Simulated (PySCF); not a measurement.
Structure elucidation problem

The spectra below were simulated for a compound C$_{7}$H$_{11}$FOSi.

1H NMR (300 MHz, computed): δ 5.15 (s, 1H), 5.15 (m, 2H), 5.06 (m, 2H), 2.27 (s, 3H), 2.23 (s, 3H).

13C{1H} NMR (computed): δ 167.1 (C), 99.4 (C), 98.1 (CH), 82.3 (C), 76.9 (CH2), 19.2 (CH3), 5.9 (CH3).

Theoretical values (PySCF 2.14.0 with density-fitted response routines): GIAO PBE0/pcSseg-1 shieldings, coordinates at the GFN2-xTB level. Isolated molecule, averaged over atoms made equivalent by symmetry, fast rotation or ring inversion, no relativistic terms, single conformer.

Scale: 1H, 13C against TMS (reference shieldings calculated alike).

**Question.** Choose the structure that fits.
A. C=C[Si@H](/C=C\C=C\F)OC
B. CC#C/C=C(\C)O[SiH2]CF
C. CC#C/C=C(/CCF)[SiH2]O
D. C=C(/C=C\O/C=C/F)[SiH2]C

**Answer.** B. 

The formula gives 3 degrees of unsaturation (no ring in the answer). 7 carbon signals for 7 carbons: no two carbons are equivalent. Carbon types of the structure: 3 × C, 1 × CH, 1 × CH2, 2 × CH3, leaving 2 H on heteroatoms. δC 167.1: alkene carbon bearing oxygen; an sp2 carbon further deshielded by the attached heteroatom. δC 99.4, 82.3: alkyne carbon; sp carbons lie upfield of alkene carbons because the cylindrical π system leaves one tensor component strongly shielded. δC 98.1: β carbon of an enol-ether or enamine type C=C; the O or N lone pair pushes π density onto this β carbon and shields it. δC 76.9: sp3 CH2 bonded to F and Si; the inductive effect lowers its shielding. δH 5.06: hydrogen on an sp3 CH2 bonded to F and Si; its carbon carries F, which withdraws density.

The others: C=C[Si@H](/C=C\C=C\F)OC would give 9 signals for carbon-bound and other non-exchanging H, not 5; CC#C/C=C(/CCF)[SiH2]O has carbons computed at 163.2, 129.7, 103.5, 92.3, 84.0, 42.5, 5.8, with a different DEPT pattern; C=C(/C=C\O/C=C/F)[SiH2]C would give 8 signals for carbon-bound and other non-exchanging H, not 5.

Splittings by 19F in the carbon and heteronuclear signals aren't shown, as no couplings were computed. Shifts are as computed. Against solution values, carbons near 30 ppm lie about +3 ppm off and those near 130 ppm about +5 ppm. Of 1211 compounds with measured shifts, 218 miss one by over three times the rms of a fit or turn the order of signals round; such compounds aren't used in these exercises. No couplings were computed; multiplicities are counted from neighbouring protons, with m where these are inequivalent, close in shift, in a saturated or five-membered ring or joined by F or P, and br s for small geminal =CH2 splittings.
